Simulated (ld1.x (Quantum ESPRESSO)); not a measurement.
# What one change does to a pseudopotential (K, TM)

potassium (K), norm-conserving Troullier–Martins (Kleinman–Bylander form), made with ld1.x (Quantum ESPRESSO) 7.5 (LDA (PZ), scalar-relativistic). Core [Ne] 3s2, reference 3p6 4s1 4p0. Waves: 4s (bound): rc 3.80 bohr; 3p (bound): rc 2.10 bohr; 3d channel at -0.1 Ry: rc 4.00 bohr. Local part: the d channel. Core correction: Bessel-smoothed model core inside 1.05 bohr.

Change: wave 4s (bound): rc 3.80 bohr becomes 4s (bound): rc 5.42 bohr.

Cutoffs: the cutoffs (Ry, on a coarse ladder) from which the occupation-weighted sum of valence levels, in a spherical-Bessel basis at the reference potential, stays within 10 and 1 mRy of its value at 400 Ry; they do not see the model core or the augmentation charge, which bear on the density cutoff. Errors are all-electron minus pseudo energies relative to the spin-unpolarised reference configuration.

Problem. Predict the effect on cutoff, ghosts and configuration errors.

Solution. The potential gets neither clearly harder nor softer (25 Ry and 40 Ry → 25 Ry and 40 Ry); both files keep a bound ghost (s); of the 5 tests that both files solve, the error grows in 4 and shrinks in 0 by more than 15 % and 0.3 meV (median size 0.7 → 6.2 meV). More of the atom is replaced by a form fitted at one configuration, so other configurations suffer.

```csv
quantity,base,changed
"cutoff, loose",25 Ry,25 Ry
"cutoff, tight",40 Ry,40 Ry
bound ghosts,s,s
"tests counted (converged, no solver errors)",5 of 6,5 of 6
"error for 3p6 4s0 4p0, meV [ΔE 4.41 eV]",-1.4,-25
"error for 3p6 4s0.5 4p0, meV [ΔE 1.71 eV]",-0.7,-4.5
"error for 3p6 4s0 4p1, meV [ΔE 1.63 eV]",+402,+400
"error for 3p6 4s1 4p0 (spin-polarised), meV [ΔE -0.14 eV]",+0.5,-5.6
"error for 3p6 4s0.5 4p0 (spin-polarised), meV [ΔE 1.66 eV]",-0.3,-6.2
```

Base: Tests not counted: 3p5 4s1 4p0 (solver errors, printed error -2.4 eV). Changed file: Tests not counted: 3p5 4s1 4p0 (solver errors, printed error -2.6 eV). A true bound ghost makes a file unfit for plane-wave use even where its test errors are small: the radial tests pick states by their node count and pass the ghost by. Where a test does run into it, the solver fails or the error is huge.
